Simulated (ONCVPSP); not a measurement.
# An odd input for ONCVPSP 4.0.1 (cadmium (Cd))

Command:

```bash
oncvpsp.x < Cd.dat > Cd.out
```

Input:

```
# ATOM AND REFERENCE CONFIGURATION
# atsym  z   nc   nv     iexc    psfile
  Cd 48.00    8    2  -001012      upf
#
#   n    l    f
    1    0    2.00
    2    0    2.00
    2    1    6.00
    3    0    2.00
    3    1    6.00
    3    2   10.00
    4    0    2.00
    4    1    6.00
    4    2   10.00
    5    0    2.00
#
# PSEUDOPOTENTIAL AND OPTIMIZATION
# lmax
    2
#
#   l,   rc,      ep,       ncon, nbas, qcut
    0    1.90    0.00    4    7    3.60
    1    1.80    0.35    4    8    4.20
    2    1.70    0.00    4   11    7.50
#
# LOCAL POTENTIAL
# lloc, lpopt,  rc(5),   dvloc0
    2    5    1.70    0.00
#
# VANDERBILT-KLEINMAN-BYLANDER PROJECTORs
# l, nproj, debl
    0    3    3.50
    1    2    2.90
    2    0    2.40
#
# MODEL CORE CHARGE
# icmod, fcfact, rcfact
    3    3.00    1.70
#
# LOG DERIVATIVE ANALYSIS
# epsh1, epsh2, depsh
   -2.00    5.00    0.02
#
# OUTPUT GRID
# rlmax, drl
    6.00    0.01
#
# TEST CONFIGURATIONS
# ncnf
    4
# nvcnf
#   n    l    f
    2
    4    2   10.00
    5    0    1.00
#
    2
    4    2   10.00
    5    0    0.00
#
    2
    4    2    9.00
    5    0    0.00
#
    2
    4    2   10.00
    5    0    1.50
#
```

This is an input that runs to its end, with one change: nbas of l = 2 set to 11. The unchanged file is no sound one. Note: ghosts flagged at negative energy: s at -1313.4 eV, p at -556.3 eV; GHOST(+) flagged for p at 2.80 eV, s at 121.2 eV, s at 480.0 eV. A true bound ghost makes a file unfit for plane-wave use.

How does the run end?

The program refuses the input: "test_data: must have ncon+2 <= nbas <= ncon+5, l= 2".

```
ONCVPSP  (Optimized Norm-Conservinng Vanderbilt PSeudopotential)
scalar-relativistic version 4.0.1

test_data: must have ncon+2 <= nbas <= ncon+5, l=   2
ERROR: test_data found   1 ERROR; stopping
```
